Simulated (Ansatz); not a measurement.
Reading a saddle point

A first-order saddle point of BH$_{2}$Cl$_{3}$O, singlet, PBE0-D4/def2-TZVP, with one imaginary mode of 1015i cm⁻¹:

| atom | x (Å) | y (Å) | z (Å) |
| --- | --- | --- | --- |
| B1 | -0.0976 | -0.5279 | 0.2361 |
| Cl2 | 1.8391 | 0.5908 | 0.1675 |
| Cl3 | -0.0944 | -1.7306 | -1.0595 |
| Cl4 | -0.3376 | -1.0342 | 1.8978 |
| H5 | 0.4587 | 1.1847 | -0.0954 |
| O6 | -0.7135 | 0.7681 | -0.1213 |
| H7 | -1.0548 | 0.7490 | -1.0252 |

Computed with Ansatz 0.2.0 (basis: def2-TZVPP and def2-QZVPP); correlated methods freeze the cores. Extrapolation: Hartree–Fock as exp(−7.88 √X), correlation as X^−2.97.

**Question.** Which contacts change along the imaginary mode, and what lies on either side? (A judgement: the text doesn't fix the answer.)

**Answer.** By the calculation: The step is BCl₃ ([Cl][B]([Cl])[Cl]) + H₂O → BHCl₂O ([OH][B]([Cl])[Cl]) + HCl, with the molecules in contact on both sides. Shortening one way: B1–O6, Cl2–H5; lengthening the same way: B1–Cl2, H5–O6.
| pair | one side (Å) | saddle (Å) | other side (Å) |
| --- | --- | --- | --- |
| B1–O6 | 1.66 | 1.48 | 1.35 |
| Cl2–H5 | 2.47 | 1.53 | 1.29 |
| B1–Cl2 | 1.82 | 2.24 | 4.26 |
| H5–O6 | 0.97 | 1.24 | 2.00 |

**Question.** Which side is lower, and how far does the saddle lie above each? (An estimate is asked for; the value comes from the calculation.)

**Answer.** The calculation gives: The side with B1–O6, Cl2–H5 short is lower by 8.46 kcal/mol; the saddle lies 28.35 kcal/mol above it and 19.89 kcal/mol above the other (CCSD(T) at an estimated basis limit (MP2 extrapolated from triple and quadruple zeta, plus CCSD(T) − MP2 in triple zeta); electronic energies).

The T1 diagnostic stays at or below 0.011.

The step is the kind of ligand exchange by which a precursor binds to a hydroxyl group, or is hydrolysed, in atomic layer deposition of oxides.

Labels in which every atom is bracketed show which atoms are joined, not bond orders.

For scale, one of the runs: CCSD(T)/def2-TZVPP, 216 basis functions, launched by `ansatz run in.yaml --threads 4 --pin off --events-out ev --progress --plain --max-ram 9574MiB`. The run took 32 s on 4 CPU threads of an AMD EPYC 9R45 (shared host), with 3 GiB of host memory at its peak.
